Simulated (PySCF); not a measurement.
C7H9NO (charge +1 and doublet state).
Structure used (GFN2-xTB), in Å, numbered top down from 1:
```xyz
18
C7H9NO angstrom
C     -2.7088    1.0567   -0.5173
O     -2.1629   -0.2148   -0.2399
C     -0.8611   -0.3751   -0.0677
C     -0.4648   -1.7213    0.2094
C      0.8680   -2.0357    0.4168
C      1.8266   -1.0490    0.3542
C      1.4494    0.3046    0.0736
N      2.3984    1.2435    0.0166
C      0.1005    0.6206   -0.1337
H     -3.7820    0.9027   -0.6125
H     -2.3113    1.4621   -1.4524
H     -2.5103    1.7585    0.2981
H     -1.2382   -2.4729    0.2490
H      1.1513   -3.0548    0.6282
H      2.8687   -1.2803    0.5144
H      2.1663    2.2054   -0.1806
H      3.3687    1.0119    0.1663
H     -0.1672    1.6442   -0.3410
```

The hyperfine couplings belong to this conformer and change with its torsions.

The species is `c1cc(cc(c1)[NH2+])OC` [radical] (charge +1).

Method: UKS B3LYP, pcH-1 on C H N O, non-relativistic, mean-field spin-orbit, GIAO (PySCF). Isolated species at its GFN2-xTB geometry (one conformer only). Couplings are sensitive to structure, and on GFN2-xTB geometries they can be far from those on DFT ones, by a factor of two or more for some ions and for spin on atoms past the first row. The SCF solution wasn't tested for stability.

Principal values of hyperfine tensors in MHz (contact and dipolar terms together), for some of the nuclei:

```json
{"atom": "C4", "isotope": "13C", "A1": "-0.60", "A2": "0.74", "A3": "112.29", "alike by the symmetry of this geometry": "none"}
{"atom": "H13", "isotope": "1H", "A1": "-48.72", "A2": "-33.21", "A3": "-11.80", "alike by the symmetry of this geometry": "none"}
{"atom": "C6", "isotope": "13C", "A1": "-1.28", "A2": "-0.26", "A3": "93.54", "alike by the symmetry of this geometry": "none"}
{"atom": "H15", "isotope": "1H", "A1": "-40.40", "A2": "-28.62", "A3": "-9.48", "alike by the symmetry of this geometry": "none"}
{"atom": "H16", "isotope": "1H", "A1": "-35.53", "A2": "-24.36", "A3": "-1.14", "alike by the symmetry of this geometry": "none"}
{"atom": "H17", "isotope": "1H", "A1": "-32.18", "A2": "-24.31", "A3": "-1.94", "alike by the symmetry of this geometry": "none"}
{"atom": "C3", "isotope": "13C", "A1": "-17.17", "A2": "-15.27", "A3": "-13.73", "alike by the symmetry of this geometry": "none"}
{"atom": "H12", "isotope": "1H", "A1": "12.68", "A2": "13.55", "A3": "15.66", "alike by the symmetry of this geometry": "H11"}
```

Question: Split each tensor into its isotropic and traceless parts, and turn a_iso into mT with g = 2.0030.

Answer: a_iso is a third of the trace, T = A − a_iso, and a(mT) = a(MHz)/(g × 13.996).

```csv
atom,a_iso (MHz),a_iso (mT),T1,T2,T3
C4,37.48,1.337,-38.08,-36.73,74.81
H13,-31.24,-1.114,-17.48,-1.97,19.44
C6,30.67,1.094,-31.95,-30.93,62.88
H15,-26.17,-0.933,-14.23,-2.45,16.69
H16,-20.34,-0.726,-15.19,-4.02,19.20
H17,-19.48,-0.695,-12.70,-4.83,17.54
C3,-15.39,-0.549,-1.78,0.12,1.66
H12,13.96,0.498,-1.28,-0.41,1.69
```

Question: What spin density at the nucleus of H16 lies behind its contact coupling (g_N = 5.58569)?

Answer: a_FC = (2μ0/3) gₑ μB g_N μN ρ(0)/(2S·h) = 800.24 MHz × g_N × ρ(0)/(2S), with ρ in bohr⁻³. With a_FC = -20.34 MHz and 2S = 1, ρ(0) = -0.004551 bohr⁻³. In magnitude that is 1.4 % of the 1/π = 0.318 of a free hydrogen atom.

Question: C5 (13C, g_N = 1.40482) isn't in the table. Its spin density at the nucleus is -0.02732 bohr⁻³. What is its contact coupling?

Answer: By the same relation, a_FC = -30.7 MHz. Its full tensor has the principal values -50.28, -22.24, -19.63 MHz.

Question: Name the largest traceless tensor T of the table and describe it.

Answer: C4: -38.1, -36.7, 74.8 MHz, axial, in the ratio −1:−1:+2, the form that spin in one p orbital centred on that nucleus gives.

Question: In a single crystal, with the field along each principal axis of the tensor of C4 in turn, what first-order splitting does this nucleus give (isotropic g, quadrupole terms neglected)?

Answer: 2 lines (I = 1/2), spaced by |A_i|/(g × 13.996): 0.02, 0.03, 4.01 mT along the axes of A1, A2 and A3.

The SMILES draws the unpaired electron on N8; the largest computed Mulliken spin population is on C4 (0.47 against 0.25).
